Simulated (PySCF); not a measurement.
Species: cuminaldehyde, C₁₀H₁₂O.
SMILES with atom numbers: `[CH3:1][CH:2]([CH3:3])[c:4]1[cH:5][cH:6][c:7]([CH:8]=[O:9])[cH:10][cH:11]1` (hydrogens: H12, H13, H14 on C1; H15 on C2; H16, H17, H18 on C3; H19 on C5; H20 on C6; H21 on C8; H22 on C10; H23 on C11)

Geometry (PBE0-D3(BJ)/def2-SVP, Å), atoms numbered from 1 in this order:
```
atom  x, y, z in Å
C1    -2.6973    0.3086   -0.8535
C2    -1.8531   -0.5270    0.1083
C3    -2.2694   -0.3001    1.5613
C4    -0.3741   -0.2777   -0.0912
C5     0.1796    0.9910    0.1294
C6     1.5387    1.2140   -0.0566
C7     2.3768    0.1727   -0.4682
C8     3.8207    0.4099   -0.6676
O9     4.6128   -0.4270   -1.0229
C10    1.8345   -1.0979   -0.6907
C11    0.4762   -1.3142   -0.5028
H12   -2.4085    0.1285   -1.8997
H13   -2.5809    1.3860   -0.6544
H14   -3.7657    0.0646   -0.7455
H15   -2.0311   -1.5900   -0.1281
H16   -2.1349    0.7531    1.8555
H17   -3.3317   -0.5520    1.7051
H18   -1.6742   -0.9185    2.2497
H19   -0.4618    1.8157    0.4509
H20    1.9619    2.2081    0.1181
H21    4.1490    1.4620   -0.4594
H22    2.5044   -1.8993   -1.0118
H23    0.0549   -2.3083   -0.6776
```

Computed with PBE0-D3(BJ)/def2-SVP geometry optimisation, gas phase in PySCF.

Masses are those of the commonest isotopes; rigid-rotor values at the optimised geometry. The values belong to one conformer with, in the numbering `[CH3:1][CH:2]([CH3:3])[c:4]1[cH:5][cH:6][c:7]([CH:8]=[O:9])[cH:10][cH:11]1`, C1–C2–C4–C5 63°, C6–C7–C8–O9 180°.

**Question.** What are A, B and C (cm⁻¹)?

**Answer.** Ia = 158.57, Ib = 936.02, Ic = 985.39 u·Å²; 505379 MHz·u·Å²/I gives 3187, 539.9 and 512.9 MHz, that is A = 0.10631, B = 0.01801, C = 0.01711 cm⁻¹.

**Question.** What kind of rotor is it?

**Answer.** A near-prolate asymmetric top. Ray's parameter κ = (2B − A − C)/(A − C) = -0.980; −1 is the prolate and +1 the oblate limit.

**Question.** Is it planar, by Δ = Ic − Ia − Ib?

**Answer.** Not planar: Δ = Ic − Ia − Ib = -109.20 u·Å². For a rigid frame Δ = −2 Σ m c², so Σ m c² = 54.60 u·Å² lies off the ab plane: 16.29 from hydrogen and 38.31 from heavier atoms. The atom farthest from that plane is 2.17 Å away.

**Question.** Which lines would a microwave search look for?

**Answer.** The dipole components are |μa| = 3.62 D, |μb| = 1.12 D, |μc| = 0.00 D; the mirror of this Cs structure is the ab plane, so μc vanishes by symmetry and there are no c-type lines. The squared components, which scale the intensities, stand as 1.00 : 0.10 (a : b). Some lines, for components of 0.1 D or more:

| type | branch | J(Ka,Kc) | MHz | lower level (cm⁻¹) |
| --- | --- | --- | --- | --- |
| b | R | 3(0,3) ← 2(1,2) | 537 | 0.193 |
| a | R | 1(0,1) ← 0(0,0) | 1053 | 0.000 |
| a | R | 2(1,2) ← 1(1,1) | 2079 | 0.123 |
| b | Q | 4(1,3) ← 4(0,4) | 2799 | 0.351 |
| a | R | 4(1,4) ← 3(1,3) | 4157 | 0.297 |
| a | R | 4(2,3) ← 3(2,2) | 4211 | 0.566 |
| a | R | 4(3,1) ← 3(3,0) | 4212 | 1.009 |
| a | R | 4(1,3) ← 3(1,2) | 4265 | 0.302 |
| b | R | 4(1,4) ← 3(0,3) | 6737 | 0.211 |
| b | Q | 4(2,2) ← 4(1,3) | 7850 | 0.444 |
| b | R | 2(2,1) ← 1(1,0) | 10074 | 0.124 |
| b | R | 2(2,0) ← 1(1,1) | 10101 | 0.123 |
| b | R | 3(2,2) ← 2(1,1) | 11100 | 0.195 |
| b | R | 4(2,3) ← 3(1,2) | 12112 | 0.302 |
| b | Q | 3(3,0) ← 3(2,1) | 13303 | 0.566 |
| b | Q | 3(3,1) ← 3(2,2) | 13304 | 0.566 |
| b | Q | 4(3,2) ← 4(2,3) | 13304 | 0.706 |
| b | R | 4(3,2) ← 3(2,1) | 17514 | 0.566 |
| b | R | 4(3,1) ← 3(2,2) | 17515 | 0.566 |
| b | Q | 4(4,1) ← 4(3,2) | 18625 | 1.150 |

**Question.** Estimate the classical rotational partition function at 50 K, 100 K and 298.15 K.

**Answer.** Point group Cs, symmetry number σ = 1; q = (√π/σ)·√((kT/h)³/(ABC)), k/h = 20836.6 MHz/K: 63400 at 50 K, 179000 at 100 K, 924000 at 298.15 K.

No frequency check. No vibrational averaging or centrifugal distortion is included, and the geometry carries the error of its method. A rigid rotor knows nothing of internal rotation, which can split or shift real lines.
